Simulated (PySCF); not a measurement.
Compound: C5H6ClO2 (doublet state).
Z-matrix (Å and degrees, GFN2-xTB geometry), rows numbered from 1:
```
C 
C   1  1.2856
Cl  2  1.7995  1  124.47
C   2  1.5155  1  122.99  3   179.09
C   4  1.5504  2  109.68  1   -68.86
O   5  1.4210  4  103.22  2    92.22
C   6  1.3951  5  106.45  4    -2.03
O   7  1.3822  6  107.17  5    28.12
H   1  1.0635  2  138.66  3     0.61
H   4  1.0886  2  112.02  1   162.90
H   5  1.0924  4  112.23  2   -26.48
H   5  1.0937  4  112.15  2  -151.05
H   7  1.1570  6  108.38  5   -85.03
H   7  1.0891  6  111.21  5   150.64
```

The hyperfine couplings belong to this conformer and change with its torsions.

The species is `[H]/[C]=C(\Cl)[C@H]1COCO1` [radical].

Method used: UKS B3LYP, pcH-1 on C Cl H O, non-relativistic, mean-field spin-orbit, GIAO (PySCF 2.14.0). The structure is a single GFN2-xTB conformer in the gas phase; no vibrational or solvent corrections. A GFN2-xTB geometry isn't a minimum of the functional, and hyperfine couplings can be far from their values at a DFT geometry. No stability test was run, so a lower SCF solution isn't excluded.

Question: Match the computed a_iso(13C) values +323.1, +88.1, +69.3, +10.4, -4.9 MHz with the sites C1; C2; C4; C5; C7.

Answer: 
```tsv
site	a_iso (MHz)	ρ(0) (bohr⁻³)	position	distance from C1 (Å)	spin population	largest |T| (MHz)
C1	+323.1	+0.2878	largest spin population	0.00	+0.84	118.8
C2	+69.3	+0.0617	1 bond from C1	1.29	-0.12	14.6
C4	+10.4	+0.0092	2 bonds from C1	2.46	+0.02	5.5
C5	-4.9	-0.0043	3 bonds from C1	3.11	0.00	1.0
C7	+88.1	+0.0784	4 bonds from C1	2.70	+0.12	32.9
```

ρ(0) is the spin density at the nucleus and T the dipolar tensor; a_iso includes a spin–orbit part. The largest Mulliken spin populations are on C1 (+0.84), C2 (-0.12), C7 (+0.12) and Cl3 (+0.11). No atom but C1 exceeds +0.15. The positive populations add up to 1.16 and the negative ones to -0.16, together 2S = 1.

Time: 2.3 min of wall time (grids of density and orbitals included); peak memory 1.0 GiB. Hardware: one thread of an Arm Neoverse N1, no GPU, shared host with 64 logical CPUs at a one-minute load of 32.
